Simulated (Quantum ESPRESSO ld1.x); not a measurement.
The numbers below are computed, except where a source is named.
Species: the erbium ion Er1.4+. Configuration: [Xe] 4f12 6s0.6 (fractional occupations, a model configuration). Code: ld1.x of Quantum ESPRESSO 7.5. Model: Dirac Kohn-Sham, revPBE, spin-unpolarised, spherical densities, point nucleus; open shells fill j = l - 1/2 first.

Normalised radial functions P(r) = r R(r) (large component), r in bohr:

r,5s1/2,4f5/2
0.001164,0.0553,0.0000
0.001366,0.0625,0.0000
0.001591,0.0701,0.0000
0.001852,0.0784,0.0000
0.002156,0.0873,0.0000
0.00251,0.0969,0.0000
0.002922,0.1070,0.0000
0.003402,0.1174,0.0000
0.00396,0.1279,0.0000
0.004647,0.1388,0.0000
0.00541,0.1483,0.0000
0.006298,0.1565,0.0000
0.007332,0.1625,0.0000
0.008536,0.1654,0.0000
0.009937,0.1640,0.0000
0.01157,0.1571,0.0001
0.01347,0.1431,0.0001
0.0158,0.1195,0.0003
0.0184,0.0875,0.0005
0.02142,0.0457,0.0008
0.02493,-0.0053,0.0013
0.02903,-0.0637,0.0022
0.03379,-0.1254,0.0038
0.03934,-0.1845,0.0063
0.0458,-0.2325,0.0103
0.05374,-0.2599,0.0172
0.06257,-0.2531,0.0276
0.07284,-0.2061,0.0434
0.0848,-0.1162,0.0671
0.09872,0.0099,0.1014
0.1149,0.1539,0.1498
0.1338,0.2855,0.2155
0.1557,0.3676,0.3012
0.1828,0.3619,0.4139
0.2128,0.2496,0.5401
0.2477,0.0441,0.6789
0.2884,-0.2083,0.8198
0.3357,-0.4340,0.9490
0.3908,-0.5528,1.0512
0.455,-0.5074,1.1119
0.5297,-0.2888,1.1229
0.6216,0.0768,1.0813
0.7236,0.4635,0.9996
0.8424,0.7941,0.8893
0.9807,0.9995,0.7642
1.142,1.0517,0.6360
1.329,0.9650,0.5133
1.547,0.7847,0.4017
1.801,0.5681,0.3047
2.114,0.3559,0.2199
2.461,0.2009,0.1557
2.865,0.0991,0.1063
3.335,0.0421,0.0695
3.883,0.0151,0.0430
4.52,0.0044,0.0249
5.262,0.0010,0.0133
6.126,0.0002,0.0064
7.189,0.0000,0.0026
8.369,0.0000,0.0009
9.742,0.0000,0.0003
11.34,0.0000,0.0001

5s1/2: eigenvalue -61.336 eV, 4 radial nodes at r = 0.0246, 0.0976, 0.255, 0.603 bohr, <r> = 1.25 bohr, 90 % of the charge inside 1.81 bohr. 4f5/2: eigenvalue -13.139 eV, 0 radial nodes, <r> = 0.814 bohr, 90 % of the charge inside 1.43 bohr.
